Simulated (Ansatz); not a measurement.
`Cl[BH][SbH2]` + `N[SiH3]` → `[SiH3][NH][SbH2]` + `BCl` at 400 K and 1 bar (cleavage of the Sb–B bond).

Isolated molecules relaxed with PBE0-D4/def2-TZVP in Ansatz; ΔE leaves out vibrations. CCSD(T)/CBS is the MP2 limit (def2-TZVPP, def2-QZVPP) plus CCSD(T) − MP2 in def2-TZVPP, frozen cores. This one scheme is used for every species. def2 core potentials past Kr. For Sb outer-core shells are correlated without core-valence functions, which leaves a few kJ/mol of doubt a bond.

| species | CCSD(T)/CBS energy (Eh) | H − E (kJ/mol) | S (J/(mol·K)) |
| --- | --- | --- | --- |
| `Cl[BH][SbH2]` | -726.39723 | 94.9 | 340.9 |
| `N[SiH3]` | -346.80422 | 153.0 | 285.3 |
| `[SiH3][NH][SbH2]` | -587.40566 | 172.3 | 372.1 |
| `BCl` | -485.78909 | 70.2 | 247.0 |

H − E and S are ideal-gas, rigid-rotor, harmonic terms from PBE0-D4/def2-TZVP, for one conformer and one mirror image of each species. 1 Eh = 2625.50 kJ/mol, R = 8.31446 J/(mol·K).

Problem. By hand: ΔE, ΔH, ΔS and ΔG.

Solution. ΔE = (-587.40566) + (-485.78909) − (-726.39723) − (-346.80422) = 0.00670 Eh = 17.6 kJ/mol. Δ(H − E) = 172.3 + 70.2 − 94.9 − 153.0 = -5.4, so ΔH = 12.2 kJ/mol. ΔS = 372.1 + 247.0 − 340.9 − 285.3 = -7.1 J/(mol·K). ΔG = 12.2 − 400 × (-7.1)/1000 = 15.0 kJ/mol.

Problem. By hand: the equilibrium constant, and the temperature at which ΔG would vanish if ΔH and ΔS stayed fixed.

Solution. log₁₀ K = −ΔG/(RT ln 10) = -2.0. ΔH and −TΔS have one sign here, so there is no such temperature.

The number of gas molecules stays the same, so ΔS is small and ΔH decides. A doubt of 5 kJ/mol in ΔE shifts log₁₀ K by 0.7 here. Other conformers and mirror images would add mixing entropy, several J/(mol·K) or more a flexible species. These are equilibria of isolated gas molecules and say nothing of rates. Largest T1 diagnostic: 0.015 (customary marks: 0.02 for closed shells, 0.045 for open ones).

ΔS is within the doubt of such terms, so its sign, and with it that verdict, could turn.
